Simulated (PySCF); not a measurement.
Structure with atom numbers: `[CH3:1][O:2][C:3](=[O:4])[CH2:5][C:6](=[O:7])[O:8][CH3:9]`; H(Xn) means a hydrogen on atom n.

GIAO shifts from PySCF on PBE0-D3(BJ)/def2-SVP geometries (one conformer, non-relativistic, equivalent nuclei averaged), against TMS at the same level and in the same medium; PCM means IEF-PCM chloroform.

Measured (solution, CDCl3, 298 K; Fulmer et al., Organometallics 2010, 29, 2176): C3/C6 167.2, C1/C9 52.6, C5 41.1, H(C1)/H(C9) 3.75, H(C5) 3.40 ppm.

Q: Which unscaled values do B97-2/pcSseg-1, gas; PBE0/pcSseg-1, PCM; WP04/pcSseg-1, PCM; wB97X-D/pcSseg-1, PCM give, and how close are they?

A: 
| atoms | measured | B97-2/pcSseg-1, gas | PBE0/pcSseg-1, PCM | WP04/pcSseg-1, PCM | wB97X-D/pcSseg-1, PCM |
| --- | --- | --- | --- | --- | --- |
| C3/C6 | 167.2 | 169.5 | 175.6 | 177.2 | 176.8 |
| C1/C9 | 52.6 | 52.6 | 53.7 | 56.6 | 54.3 |
| C5 | 41.1 | 41.0 | 43.2 | 44.5 | 44.1 |
| H(C1)/H(C9) | 3.75 | 3.63 | 3.74 | 3.71 | 3.75 |
| H(C5) | 3.40 | 3.13 | 3.37 | 3.38 | 3.34 |

Mean absolute error for ¹³C: B97-2/pcSseg-1, gas 0.8, PBE0/pcSseg-1, PCM 3.9, WP04/pcSseg-1, PCM 5.8, wB97X-D/pcSseg-1, PCM 4.8 ppm.

Mean absolute error for ¹H: B97-2/pcSseg-1, gas 0.20, PBE0/pcSseg-1, PCM 0.02, WP04/pcSseg-1, PCM 0.03, wB97X-D/pcSseg-1, PCM 0.03 ppm.
